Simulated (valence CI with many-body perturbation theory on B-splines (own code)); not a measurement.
# Level structure of Tc XXXVIII

Level of theory: valence CI with perturbative core correlation (CI+MBPT): four valence electrons over a frozen Dirac-Fock core [He], a basis of 11 s, 11 p, 10 d, 8 f, 5 g, 2 h functions for each j, with the one-electron correlation potential Σ1 (screened to all orders), the two-electron term Σ2, the three-electron term Σ3, Breit, model QED; selected single and double excitations, second order for the rest, scaled by the run's own slope (own B-spline code, finite nucleus).

The last digits are not significant, and no measured levels were compared; by estimate large intervals hold to a few tenths of a per cent, small ones and those within an open d or f shell to about a per cent. Among the levels kept, up to 1000 cm⁻¹ of a level comes from second order outside the variational space, and about a tenth of that is noise between levels of different J, which matters for small intervals.

Levels 91 to 135 of 200, with energies above the lowest level, (2s^2 2p1/2^2) J=0. "Leading %" is the weight of the configuration and term that name the level; weights of strongly mixed levels are sums over their largest components and can fall short. In the jj column 3d3/2^4 stands for four electrons in 3d with j = 3/2. Lifetimes count E1, E2, E3, M1 and M2 decay at the calculated energies, and are blank where another channel may lead or the interval is too uncertain; long ones can be off by a factor of two.

```csv
No.,Configuration,Term,J,E (eV),Leading %,Lifetime,Leading jj,Second component
91,2s2p²3s,³D,3,3381.7,30,22.4 fs,2s 2p3/2^2 3s (53 %),25 % 2s2p²3s ⁵P
92,2s2p²3d,⁵F,5,3384.6,58,184 ps,2s 2p1/2 2p3/2 3d5/2 (94 %),42 % 2s2p²3d ³G
93,2s2p²3d,³D,1,3384.9,36,9.06 fs,2s 2p1/2 2p3/2 3d5/2 (92 %),30 % 2s2p²3d ³P
94,2s2p²3p,³P°,1,3386.4,41,44.4 fs,2s 2p1/2 2p3/2 3p3/2 (93 %),23 % 2s2p²3p ³S°
95,2s2p²3p,³P°,0,3386.5,85,874 fs,2s 2p1/2 2p3/2 3p3/2 (98 %),14 % 2s2p²3p ¹S°
96,2s2p²3p,³D°,2,3387.2,41,44.1 fs,2s 2p1/2 2p3/2 3p3/2 (91 %),24 % 2s2p²3p ¹D°
97,2s2p²3d,⁵P,2,3387.5,36,5.08 fs,2s 2p1/2 2p3/2 3d3/2 (88 %),21 % 2s2p²3d ³D
98,2s2p²3d,⁵D,3,3387.6,34,5.59 fs,2s 2p1/2 2p3/2 3d3/2 (59 %),28 % 2s2p²3d ³D
99,2s2p²3d,⁵P,1,3389.9,52,4.42 fs,2s 2p1/2 2p3/2 3d3/2 (89 %),19 % 2s2p²3d ³P
100,2s2p²3p,³P°,1,3391.9,57,231 fs,2s 2p1/2 2p3/2 3p3/2 (90 %),17 % 2s2p²3p ¹P°
101,2s2p²3s,³P,2,3392.8,41,37.1 fs,2s 2p3/2^2 3s (91 %),28 % 2s2p²3s ¹D
102,2s2p²3d,³P,2,3401.0,32,13.6 fs,2s 2p1/2 2p3/2 3d5/2 (73 %),21 % 2s2p²3d ³F
103,2s2p²3d,³D,3,3402.8,58,8.26 fs,2s 2p1/2 2p3/2 3d5/2 (78 %),21 % 2s2p²3d ¹F
104,2s2p²3d,³F,4,3406.3,53,5.60 fs,2s 2p1/2 2p3/2 3d5/2 (73 %),27 % 2s2p²3d ¹G
105,2s2p²3d,³D,1,3408.2,56,6.73 fs,2s 2p1/2 2p3/2 3d5/2 (88 %),19 % 2s2p²3d ³P
106,2s2p²3d,³P,0,3410.7,74,6.27 fs,2s 2p1/2 2p3/2 3d5/2 (90 %),20 % 2s2p²3d ¹S
107,2s2p²3d,³G,3,3418.3,58,84.4 fs,2s 2p1/2 2p3/2 3d3/2 (97 %),20 % 2s2p²3d ¹F
108,2s2p²3d,³F,2,3423.4,51,10.5 fs,2s 2p1/2 2p3/2 3d3/2 (78 %),26 % 2s2p²3d ¹D
109,2s2p²3d,³D,1,3426.8,51,21.9 fs,2s 2p1/2 2p3/2 3d3/2 (84 %),23 % 2s2p²3d ¹P
110,2s2p²3d,³G,4,3433.0,41,27.3 fs,2s 2p1/2 2p3/2 3d5/2 (97 %),34 % 2s2p²3d ³F
111,2s2p²3d,³D,1,3433.2,33,5.95 fs,2s 2p1/2 2p3/2 3d3/2 (57 %),24 % 2s2p²3d ¹P
112,2p³3s,⁵S°,2,3433.2,32,104 fs,2p1/2^2 2p3/2 3s (78 %),31 % 2p³3s ³P°
113,2s2p²3d,³D,3,3433.3,43,14.6 fs,2s 2p1/2 2p3/2 3d5/2 (93 %),30 % 2s2p²3d ³F
114,2s2p²3p,³P°,2,3433.5,28,67.9 fs,2s 2p3/2^2 3p1/2 (81 %),15 % 2s2p²3p ³D°
115,2s2p²3d,³F,2,3434.1,30,4.91 fs,2s 2p1/2 2p3/2 3d3/2 (81 %),23 % 2s2p²3d ¹D
116,2s2p²3s,³S,1,3436.6,32,9.25 fs,2s 2p3/2^2 3s (50 %),14 % 2s2p²3s ³P
117,2s2p²3p,³D°,3,3436.8,49,27.4 fs,2s 2p3/2^2 3p1/2 (93 %),16 % 2s2p²3p ¹F°
118,2s2p²3s,³P,2,3437.2,26,5.67 fs,2s 2p1/2 2p3/2 3d5/2 (50 %),15 % 2s2p²3d ³D
119,2s2p²3d,³P,0,3438.6,68,5.36 fs,2s 2p1/2 2p3/2 3d3/2 (95 %),28 % 2s2p²3d ¹S
120,2p³3s,³S°,1,3440.8,28,41.0 fs,2p1/2^2 2p3/2 3s (91 %),26 % 2p³3s ³D°
121,2s2p²3d,³F,3,3442.0,41,5.60 fs,2s 2p1/2 2p3/2 3d5/2 (90 %),35 % 2s2p²3d ¹F
122,2s2p²3s,¹P,1,3442.1,51,23.6 fs,2s 2p3/2^2 3s (87 %),16 % 2s2p²3s ³D
123,2s2p²3d,³P,1,3445.0,36,11.7 fs,2s 2p1/2 2p3/2 3d5/2 (62 %),19 % 2s2p²3d ³S
124,2s2p²3d,³D,2,3445.4,32,11.8 fs,2s 2p1/2 2p3/2 3d5/2 (64 %),20 % 2s2p²3s ³P
125,2s2p²3d,³P,2,3446.7,26,9.19 fs,2s 2p1/2 2p3/2 3d5/2 (64 %),20 % 2s2p²3s ³P
126,2s2p²3s,¹S,0,3451.5,70,70.5 fs,2s 2p3/2^2 3s (94 %),26 % 2s2p²3s ³P
127,2s2p²3p,³D°,3,3460.6,55,41.0 fs,2s 2p3/2^2 3p3/2 (94 %),24 % 2s2p²3p ⁵P°
128,2s2p²3p,³F°,4,3461.0,56,7.80 ps,2s 2p3/2^2 3p3/2 (94 %),43 % 2s2p²3p ⁵D°
129,2s2p²3p,¹P°,1,3466.8,34,18.5 fs,2s 2p3/2^2 3p3/2 (87 %),32 % 2s2p²3p ³P°
130,2p³3p,⁵P,1,3473.1,28,33.2 fs,2p1/2^2 2p3/2 3p1/2 (93 %),18 % 2p³3p ³P
131,2p³3p,³P,2,3474.8,23,37.0 fs,2p1/2^2 2p3/2 3p1/2 (91 %),21 % 2p³3p ⁵P
132,2s2p²3p,³P°,2,3480.8,47,18.5 fs,2s 2p3/2^2 3p3/2 (93 %),23 % 2s2p²3p ¹D°
133,2s2p²3p,³P°,0,3488.8,79,3.12 ps,2s 2p3/2^2 3p1/2 (93 %),13 % 2s2p²3p ¹S°
134,2s2p²3p,³P°,1,3489.9,33,34.3 fs,2s 2p3/2^2 3p1/2 (93 %),26 % 2s2p²3p ³S°
135,2s2p²3p,³P°,1,3491.6,51,25.7 fs,2s 2p3/2^2 3p1/2 (92 %),22 % 2s2p²3p ¹P°
```

Where two levels of one J and parity lie close, their mixing, g and order are uncertain.
